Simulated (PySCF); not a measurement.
## BrCoN, quartet: molecular constants

All numbers come from UPBE0/[Co def2-TZVP, N def2-TZVP, Br def2-TZVP], no relativity, density fitting, PySCF.

The structure is a minimum.

* Point group: Cs
* Bond lengths: Co–Br 2.235 Å, Co–N 1.581 Å
* Bond angles: Br–Co–N 127.9°
* Zero-point energy: 7.6 kJ/mol
* Spin squared ⟨S²⟩: 3.939
* Principal quadrupole moments (Buckingham, traceless) about the centre of mass: -7.16, 0.95, 6.21 D Å
* Highest occupied level (α): -7.80 eV
* Enthalpy at 298.15 K above 0 K: 13.05 kJ/mol
* Atomisation energy without zero-point energy: 522 kJ/mol
* Principal polarisabilities: 30.6, 42.0, 80.1 bohr³
* Lowest empty level (α): -4.02 eV
* Heat capacity Cp at 298.15 K: 50.7 J/(mol K)
* Entropy at 298.15 K and 1 bar (electronic part: spin only): 308.8 J/(mol K)
* Rotational constants: 1.208, 0.07062, 0.06672 cm⁻¹
* Rotational symmetry number: 1
* Dipole moment: 2.70 D

Harmonic modes (masses in u: Co 58.933, N 14.003, Br 78.918):
| symmetry | ω (cm⁻¹) | IR (km/mol) |
| --- | --- | --- |
| a' | 101 | 6.4 |
| a' | 318 | 28.8 |
| a' | 847 | 14.1 |

Charges (e):
```
atom  Mulliken  Löwdin  polar tensor  spin (Mulliken)  Mayer order to Co1
 Co1      0.70    0.05          0.72             2.23                   –
  N2     -0.35   -0.10         -0.23             0.74                2.08
 Br3     -0.34    0.06         -0.49             0.02                1.00
```

Mulliken populations on Co1: s 6.46, p 12.34, d 7.49, f 0.00.

Formally Co is in oxidation state +4, d5, with 3 unpaired electrons (the high-spin count would be 5). The Mulliken spin on Co is 2.23. The polar-tensor charge on Co, 0.72, is far below the formal one.

Other isomers or separated fragments may lie lower. Open d and f shells are described by one determinant, and the ground state may have another occupation or spin.

The final relaxation and frequency run took 5.6 min on 4 threads of a shared Arm Neoverse V2 host, with 124 basis functions and 17 gradients; the process peaked at 1.1 GiB.
